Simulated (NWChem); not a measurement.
Species: C$_{3}$H$_{5}$FSi; SMILES C#C[Si@H](C)F

Program: NWChem. Pople sets run with spherical d functions. Geometry: optimised at PBE0/def2-SVP. Level M06-2X/6-31G*: energy and gradient on several grids; changes count from the extra-fine grid, which is no exact limit either.

```csv
grid,size of the energy change (μHa),largest change of a gradient component (μHa/bohr),"time, medium = 1 (rough)"
xcoarse,20000,10000,about 1
coarse,1000,1000,about 1
medium,100,400,about 1
fine,< 10,80,about 1
xfine,< 10,< 30,3
```
